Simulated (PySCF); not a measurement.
1-ethenyl-1-fluorocyclopropane (C5H7F), SMILES C=CC1(F)CC1. The structure is a stationary point at PBE0-D3(BJ)/def2-SVP. The values are those of a single conformer.

Computed equilibrium geometry at PBE0-D3(BJ)/def2-SVP (PySCF confirms it by a frequency run) as Cartesian coordinates in Å, and its point group (one conformer of several):
point group Cs.
```xyz
13

C      0.1622    -2.2328     0.0000
C      0.7001    -1.0129     0.0000
C     -0.0814     0.2360     0.0000
F     -1.4282     0.0312     0.0000
C      0.3862     1.4451     0.7515
C      0.3862     1.4451    -0.7515
H     -0.9221    -2.3663     0.0000
H      0.7894    -3.1266     0.0000
H      1.7874    -0.8802     0.0000
H     -0.3972     2.0172     1.2544
H      1.3365     1.3875     1.2885
H      1.3365     1.3875    -1.2885
H     -0.3972     2.0172    -1.2544
```
Charge 0, spin multiplicity 1.
